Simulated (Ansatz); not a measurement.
Two isomers of CH4BNO: A = `BOC=N`, B = `OB1CN1`.

Gas-phase electronic energies from Ansatz, PBE0-D4/def2-TZVP geometries. CCSD(T)/CBS is the MP2 limit (def2-TZVPP, def2-QZVPP) plus CCSD(T) − MP2 in def2-TZVPP, frozen cores. DFT in def2-TZVPP. B3LYP here is the variant with VWN-RPA as its local correlation; programs differ in this. One conformer a species, not always the lowest.

Task: Which isomer does CCSD(T)/CBS put lower? Give the gap. (An estimate is asked.)

Result: Computed: B, by 51.3 kJ/mol.

Task: Give E(B) − E(A) in kJ/mol with B2PLYP, CCSD(T)/def2-TZVPP, PBE-D4, ωB97M-V, B3LYP-D4, LDA (SPW92), B3LYP. (Estimate.)

Result: Computed: B2PLYP -46.0, CCSD(T)/def2-TZVPP -44.9, PBE-D4 -62.5, ωB97M-V -56.1, B3LYP-D4 -44.2, LDA (SPW92) -83.7, B3LYP -44.9. None reverses the order clearly.

Task: Does the order hold for the free energy at 298.15 K (harmonic terms from PBE0-D4)? (Estimate.)

Result: Computed: Yes: G(B) − G(A) = -43.3 kJ/mol, for one conformer each.

Largest T1 diagnostic: 0.015.

At CCSD(T), def2-SVP lies +9.2 kJ/mol from the extrapolated value and def2-TZVPP +6.4 kJ/mol. From PBE to PBE0 (25 % exact exchange), in def2-TZVPP and without D4, E(B) − E(A) moves by −4.5 kJ/mol.
